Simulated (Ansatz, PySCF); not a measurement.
Noncovalent pair: HCl (SMILES Cl) (first 2 atoms) with CH4 (SMILES C); geometry from B3LYP-D3(BJ)/def2-TZVP.
(charge 0, multiplicity 1):
```xyz
7

Cl    -0.41273    -0.34685    -0.48214
H     -0.29104    -0.24311     0.79110
C     -0.04372    -0.02852     3.28725
H     -0.97408     0.44722     2.97715
H      0.05743     0.06263     4.36753
H     -0.05917    -1.08530     3.02074
H      0.80317     0.46345     2.80903
```

Basis-set superposition error: the interaction energy with monomers in their own basis, and in the dimer's basis (counterpoise).

Programs: Ansatz (Gaussian basis) for Hartree–Fock, density functionals and correlated methods; PySCF for 6-31G* rows. 

| level | uncorrected (kJ/mol) | counterpoise (kJ/mol) | difference |
|---|---|---|---|
| HF/aug-cc-pV(D+d)Z | 0.7 | 1.8 | 1.1 |
| SVWN5/def2-TZVPPD | -11.1 | -10.5 | 0.6 |
| revPBE/def2-TZVPPD | 0.3 | 0.7 | 0.4 |
| B3LYP/6-31G* | -2.0 | -1.1 | 0.9 |
| B3LYP/def2-TZVPPD | -1.1 | -0.7 | 0.4 |
| PBE0/def2-TZVPPD | -3.5 | -3.2 | 0.3 |
| BHLYP/def2-TZVPPD | -2.1 | -1.9 | 0.3 |
| wB97X-V/def2-TZVPPD | -4.9 | -4.6 | 0.3 |
| B2PLYP/def2-TZVPPD | -3.1 | -2.4 | 0.7 |
| CCSD/aug-cc-pV(T+d)Z | -4.9 | -3.7 | 1.3 |

The error is largest for CCSD/aug-cc-pV(T+d)Z (1.3 kJ/mol) and smallest for BHLYP/def2-TZVPPD (0.3 kJ/mol).

Ansatz is a program for electronic structure.
